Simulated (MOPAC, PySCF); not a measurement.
HF3SSi, SMILES `F[Si](F)(F)S`, neutral singlet in the gas phase. 

Z-matrix (Å, degrees):
```
Si
F 1 1.5714
F 1 1.5737 2 108.54
F 1 1.5737 2 108.54 3 114.89
S 1 2.0894 2 107.84 4 122.56
H 5 1.3456 1 92.22 2 -180.00
```
Charge 0, spin multiplicity 1.

All levels are single points at this geometry (PBE0-D3(BJ)/def2-TZVP); Pople sets use spherical d functions. Orbital energies aren't observables, and empty levels follow the basis.

B3LYP/LANL2DZ in PySCF gives HOMO (eV) = -8.85.

Task: Estimate the HOMO (eV) from each of these levels: TPSSh-D3(BJ)/def2-TZVP in PySCF; B3LYP/6-311+G** in PySCF; B3LYP/6-31G* in PySCF; PBE/6-31G* in PySCF; SVWN5/6-31G* in PySCF; HF/3-21G in PySCF; PM6 in MOPAC; PM7 in MOPAC.

Result: 
| level | HOMO (eV) |
|---|---|
| TPSSh-D3(BJ)/def2-TZVP in PySCF | -7.84 |
| B3LYP/6-311+G** in PySCF | -8.40 |
| B3LYP/6-31G* in PySCF | -8.13 |
| PBE/6-31G* in PySCF | -7.06 |
| SVWN5/6-31G* in PySCF | -7.18 |
| HF/3-21G in PySCF | -12.07 |
| PM6 in MOPAC | -9.88 |
| PM7 in MOPAC | -10.15 |
